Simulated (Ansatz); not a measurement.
CH4AlFS, SMILES `FC[S][AlH2]` at its PBE0-D4/def2-TZVP geometry, where that method's forces vanish. Charge 0, multiplicity 1.

```tsv
atom	x (Å)	y (Å)	z (Å)
F1	0.576	-0.217	0.904
C2	0.322	1.144	0.385
S3	-0.997	0.991	-0.799
Al4	-0.447	-1.192	-0.507
H5	1.283	1.437	-0.034
H6	0.063	1.727	1.266
H7	0.715	-1.773	-1.410
H8	-1.517	-2.117	0.196
```

(1) For each bond, give half the difference of the two atoms' forces along it (eV/Å; positive pushes the atoms apart) under PBE-D4, r2SCAN-D4, B3LYP-D4, ωB97M-V in def2-TZVPP. (Best estimate.)

## Answers

(1) Computed: 
```
  bond  length (Å)  PBE-D4  r2SCAN-D4  B3LYP-D4  ωB97M-V
 F1–C2       1.478    0.54       0.43      0.42     0.23
F1–Al4       1.997    0.16      -0.04      0.07     0.02
 C2–S3       1.779    0.08       0.04      0.24     0.13
 C2–H5       1.089    0.09      -0.07     -0.17    -0.15
 C2–H6       1.088    0.10      -0.07     -0.19    -0.15
S3–Al4       2.270    0.18       0.05      0.21     0.12
Al4–H7       1.582    0.02      -0.02     -0.12    -0.13
Al4–H8       1.580    0.03      -0.01     -0.13    -0.14
```

B3LYP here is the variant with VWN-RPA as its local correlation; programs differ in this.
